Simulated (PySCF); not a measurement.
Al2(mu-Br)2(Me)4, C₄H₁₂Al₂Br₂, singlet (GFN2-xTB optimised geometry):

```
20

Al     1.924    -0.567     2.424
Al    -0.497     0.031     0.000
Br    -0.574    -0.558     2.427
C      2.357    -2.502     2.420
H      3.414    -2.695     2.205
H      1.786    -3.073     1.673
H      2.153    -2.979     3.386
C      2.378     1.144     3.315
H      3.436     1.406     3.204
H      2.184     1.122     4.394
H      1.811     2.001     2.923
Br     2.001     0.031     0.000
C     -0.938    -1.685    -0.889
H     -0.734    -1.664    -1.966
H     -1.997    -1.951    -0.788
H     -0.372    -2.540    -0.491
C     -0.944     1.962     0.000
H     -0.750     2.438    -0.968
H     -0.373     2.540     0.742
H     -2.001     2.147     0.221
```

Level of theory: PBE0/def2-SVP (PySCF).

Task: What are the frontier orbital energies and the dipole moment?

Result: HOMO-2 -8.29 eV, HOMO-1 -8.19 eV, HOMO -7.62 eV, LUMO 0.11 eV, LUMO+1 0.35 eV; dipole moment 0.00 D.

On the same geometry PBE/def2-SVP (PySCF) gives HOMO-2 -7.00 eV, HOMO-1 -6.85 eV, HOMO -6.33 eV, LUMO -0.65 eV, LUMO+1 -0.42 eV; dipole moment 0.00 D.

Meta-Löwdin charges at PBE0/def2-SVP: Al1 0.72, Al2 0.72, Br3 -0.24, C4 -0.59, H5 0.11, H6 0.12, H7 0.11, C8 -0.59, H9 0.11, H10 0.11, H11 0.12, Br12 -0.24, C13 -0.59, H14 0.11, H15 0.11, H16 0.12, C17 -0.59, H18 0.11, H19 0.12, H20 0.11.
